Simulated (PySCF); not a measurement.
# PBr⁻: from constants to spectrum

UHF-CCSD(T) constants of PBr⁻, ²Π (doublet), unpaired electrons π ↑ (basis P def2-TZVPPD, Br def2-TZVPPD; no relativity; PySCF 2.14; masses 30.9738 and 78.9183 u):

| Property | Result |
| --- | --- |
| ωe | 320.5 cm⁻¹ |
| ωexe | 1.47 cm⁻¹ |
| Be | 0.138 cm⁻¹ |
| αe | 0.000872 cm⁻¹ |
| De to P + Br⁻ | 0.393 eV |

(1) What force constant and bond length do these constants imply?

(2) Estimate the centrifugal constant D from the Kratzer relation and find the Dunham coefficient a1.

Correlated steps freeze 14 core orbitals. The bond is weak. Basis-set superposition, not corrected here, can be much of De in a small basis, most of all at correlated wavefunction levels. Spin–orbit coupling is left out. For an ion De counts to the pair picked by the measured ionisation energies or electron affinities, which need not be the lowest pair at this level. The state is the lowest determinant that a PBE0 search found; another state may lie lower at other levels.

Results:

(1) Reduced mass μred = 22.244 u; k = 5.8918×10⁻⁷·μred·ωe² (u, cm⁻¹, mdyn/Å) = 1.35 mdyn/Å; Re = √(16.8576/(μred·Be)) (u, cm⁻¹, Å) = 2.343 Å.

(2) D = 4Be³/ωe² = 1.02e-07 cm⁻¹; a1 = −1 − αeωe/(6Be²) = -3.45.
